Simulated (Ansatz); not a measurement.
C$_{3}$H$_{7}$BN$_{2}$, SMILES `BC1=NCN1C`, relaxed with RKS PBE-D4/def2-SVP in Ansatz from a rough embedded geometry. The force threshold is 0.03 eV/Å; the program also tests the step.

Charge 0, multiplicity 1.

Start:

```xyz
13

B     1.804    0.237   -1.465
C     0.410    0.533   -0.782
N    -0.500    1.457   -1.005
C    -1.313    0.994   -0.017
N    -0.374   -0.068    0.301
C    -0.271   -1.170    1.255
H     2.393   -0.712   -1.038
H     2.165    0.856   -2.344
H    -1.391    1.687    0.908
H    -2.239    0.555   -0.330
H    -0.173   -2.111    0.707
H    -1.161   -1.177    1.914
H     0.648   -1.081    1.895
```

| step | energy (eV) | largest force (eV/Å) | largest move (Å) |
| --- | --- | --- | --- |
| 1 | -6864.5301 | 3.786 | 0.000 |
| 2 | -6865.0077 | 1.560 | 0.094 |
| 3 | -6865.0468 | 1.095 | 0.200 |
| 4 | -6865.1396 | 0.351 | 0.147 |
| 5 | -6865.1481 | 0.208 | 0.064 |
| 6 | -6865.1528 | 0.072 | 0.018 |
| 7 | -6865.1556 | 0.072 | 0.058 |
| 8 | -6865.1599 | 0.312 | 0.195 |
| 9 | -6865.1711 | 0.141 | 0.037 |
| 10 | -6865.2073 | 0.137 | 0.200 |
| 11 (rejected) | -6865.1699 | 0.972 | 0.200 |
| 12 | -6865.2151 | 0.235 | 0.097 |
| 13 | -6865.2234 | 0.059 | 0.100 |
| 14 | -6865.2254 | 0.071 | 0.067 |
| 15 (rejected) | -6865.2248 | 0.128 | 0.032 |
| 16 | -6865.2260 | 0.027 | 0.015 |

End:

```xyz
13

B     1.686    0.066   -1.435
C     0.325    0.439   -0.799
N    -0.386    1.564   -0.942
C    -1.308    0.999    0.062
N    -0.539   -0.256    0.066
C    -0.210   -1.100    1.189
H     2.250   -0.969   -1.136
H     2.190    0.842   -2.219
H    -1.275    1.551    1.028
H    -2.365    0.912   -0.278
H     0.468   -1.907    0.848
H    -1.128   -1.580    1.587
H     0.292   -0.560    2.029
```

Run time 25 s (4 threads of a server CPU on a shared host); peak host memory 0.17 GiB.
